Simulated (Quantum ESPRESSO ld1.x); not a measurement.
Pt, 78 electrons, occupied as [Xe] 4f14 5d(up 4.75, down 4.25) 6s(up 0.5, down 0.5) (fractional occupations, a model configuration).

Method: scalar-relativistic Kohn-Sham, LDA (Slater exchange, VWN5 correlation), spin-polarised, spherical densities, point nucleus; computed with ld1.x of Quantum ESPRESSO 7.5.

Energy parts (eV):
| part | energy |
|---|---|
| total | -500778.5 |
| kinetic | 558506.9 |
| electron-nucleus | -1244808.9 |
| Hartree | 194883.0 |
| exchange-correlation | -9359.6 |

Orbitals (lengths in bohr, moments of r in powers of bohr; r(max) is where P^2 peaks):
\begin{tabular}{lrrrr}
orbital & occ. & eigenvalue (eV) & r(max) & <r> \\ \hline
1s up & 1 & -78375.645 & 0.011 & 0.01715 \\
1s down & 1 & -78375.644 & 0.011 & 0.01715 \\
2s up & 1 & -13769.789 & 0.061 & 0.07238 \\
2s down & 1 & -13769.758 & 0.061 & 0.07238 \\
2p up & 3 & -11937.049 & 0.051 & 0.06525 \\
2p down & 3 & -11937.023 & 0.051 & 0.06525 \\
3s up & 1 & -3234.071 & 0.173 & 0.1872 \\
3s down & 1 & -3234.056 & 0.173 & 0.1872 \\
3p up & 3 & -2700.492 & 0.171 & 0.1883 \\
3p down & 3 & -2700.475 & 0.171 & 0.1883 \\
3d up & 5 & -2121.217 & 0.140 & 0.1705 \\
3d down & 5 & -2121.193 & 0.140 & 0.1705 \\
4s up & 1 & -694.311 & 0.390 & 0.4153 \\
4s down & 1 & -694.279 & 0.390 & 0.4153 \\
4p up & 3 & -519.288 & 0.409 & 0.4422 \\
4p down & 3 & -519.255 & 0.409 & 0.4422 \\
4d up & 5 & -306.797 & 0.419 & 0.4685 \\
4d down & 5 & -306.759 & 0.419 & 0.4685 \\
5s up & 1 & -102.307 & 0.869 & 0.9515 \\
5s down & 1 & -102.096 & 0.869 & 0.9510 \\
4f up & 7 & -70.530 & 0.384 & 0.5163 \\
4f down & 7 & -70.475 & 0.384 & 0.5161 \\
5p up & 3 & -56.413 & 0.980 & 1.104 \\
5p down & 3 & -56.159 & 0.980 & 1.103 \\
5d up & 4.75 & -6.505 & 1.27 & 1.697 \\
5d down & 4.25 & -6.245 & 1.27 & 1.704 \\
6s up & 0.5 & -6.027 & 2.38 & 2.895 \\
6s down & 0.5 & -5.893 & 2.38 & 2.914 \\
\end{tabular}

The highest occupied level is 6s down at -5.893 eV. The density falls to 0.001 e/bohr^3 at r = 4.35 bohr.
